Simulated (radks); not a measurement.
Results of a calculation; reference values are marked as such.
Ionisation of the cerium ion Ce+, [Xe] 4f1 5d2, to [Xe] 4f2 as the strength of local exchange is varied. Level of theory: Dirac Kohn-Sham, Slater X-alpha exchange (alpha = 2/3 is LDA exchange), no correlation, spin-unpolarised, spherical densities, point nucleus; open shells fill j = l - 1/2 first (a radial shooting solver on a logarithmic mesh with Libxc functionals).

| alpha | E(Ce+) (hartree) | exchange (hartree) | IE (eV) | -e of the level emptied (eV) | <r> of it (bohr) |
|---|---|---|---|---|---|
| 0.601 | -8833.3453 | -177.8465 | 9.310 | 5.972 (5d3/2) | 3.001 |
| 0.602 | -8833.6412 | -178.1482 | 9.305 | 5.979 (5d3/2) | 2.999 |
| 0.604 | -8834.2331 | -178.7518 | 9.297 | 5.993 (5d3/2) | 2.996 |
| 0.667 | -8852.8969 | -197.8025 | 9.007 | 6.437 (5d3/2) | 2.908 |
| 0.796 | -8891.2328 | -237.0475 | 8.367 | 7.432 (5d3/2) | 2.744 |
| 0.938 | -8933.6170 | -280.6136 | 7.615 | 8.661 (5d3/2) | 2.589 |
| 0.991 | -8949.4860 | -296.9723 | 7.326 | 9.155 (5d3/2) | 2.537 |

NIST Atomic Spectra Database: 10.96 eV (semi-empirical). The central value is not met in this range of alpha. Spin polarisation and multiplet splitting are left out, so open shells lie too high by an amount that depends on their filling.

Beside tabulated values, note that spin-unpolarised runs miss the spin-polarisation part of the exchange energy of open shells.
